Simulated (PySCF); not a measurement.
## Ta⁴⁷⁺: ionisation energy

Ta⁴⁷⁺ [Ar] 3d8 [3d3/2^4 3d5/2^4, M_J = 4] → Ta⁴⁸⁺ [Ar] 3d7 [3d3/2^4 3d5/2^3, M_J = 9/2], as a difference of total energies. Computed with PySCF 2.14 in an even-tempered Gaussian basis (15 s from 12 bohr⁻², ratio 2.8; 13 p from 15 bohr⁻², ratio 2.8; 8 d from 15 bohr⁻², ratio 2.8; 3 f from 55 bohr⁻², ratio 3), with the two-component X2C-1e Hamiltonian. Correlated levels: [Ne] frozen; the 78 highest virtual spinors dropped. "Screened" scales the spin-orbit matrix elements by Boettger's factors to mimic the two-electron term; Breit and QED terms are absent.

```csv
method,ionisation energy (eV)
GHF (spin-free),4167.0
GMP2 (spin-free),4168.2
GHF (screened spin-orbit),4143.7
GMP2 (screened spin-orbit),4144.8
```

Breit and QED terms and the two-electron picture change are absent.

The spin-free rows relax to the high-spin LS determinant and lack the spin-orbit shift.

The labels give the starting determinants; with spin-orbit coupling the two ends relaxed to ⟨J²⟩ = 20.00, ⟨L²⟩ = 13.09, ⟨S²⟩ = 1.80 and ⟨J²⟩ = 24.75, ⟨L²⟩ = 15.89, ⟨S²⟩ = 2.56.

For comparison: 4143 ± 4 eV (theoretical estimate listed by NIST; NIST Atomic Spectra Database, ionization energies).
